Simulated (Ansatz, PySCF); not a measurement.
Gas-phase reaction in SMILES: CNC [N-methylmethanamine] → [CH3] (CH3) + C[NH] (the C-N bond at the site shown breaks; other sites are not compared here)
Each molecule is optimised on its own at B3LYP-D3(BJ)/def2-TZVP (Ansatz, a program for electronic structure).
Geometry of the first species:
SMILES: N(C)C
```xyz
10

C     -0.0183    -0.2257     1.2115
N     -0.0165     0.5806     0.0024
C     -0.0428    -0.2163    -1.2126
H      0.7946    -0.9698     1.2537
H      0.0610     0.4203     2.0868
H     -0.9638    -0.7689     1.2836
H      0.7920     1.1896    -0.0034
H      0.7690    -0.9601    -1.2770
H      0.0189     0.4364    -2.0843
H     -0.9897    -0.7590    -1.2698
```
Charge 0, spin multiplicity 1.

Property: bond dissociation energy (enthalpy at 298 K, with B3LYP-D3(BJ) rigid-rotor harmonic-oscillator terms from PySCF), in kJ/mol. Cores are frozen in the correlated levels unless marked. UHF or UKS for open shells. No spin-orbit coupling. No relativistic terms. CBS marks a two-point X^-3 extrapolation of the correlation energy; Hartree-Fock from the larger set. [CCSD(T)-MP2]/basis is that difference in the basis named.

| level | program | bond dissociation energy (kJ/mol) |
|---|---|---|
| HF/6-31G* | Ansatz | 203.0 |
| RI-HF/aug-cc-pVQZ | Ansatz | 192.6 |
| BLYP-D3(BJ)/def2-TZVPD | Ansatz + dftd3 | 313.8 |
| revPBE/def2-TZVPD | Ansatz | 303.5 |

Task: Predict the RI-MP2/CBS(aug-cc-pVTZ,aug-cc-pVQZ)+[CCSD(T)-MP2]/aug-cc-pVTZ result (Ansatz).

Result: 341.0 kJ/mol
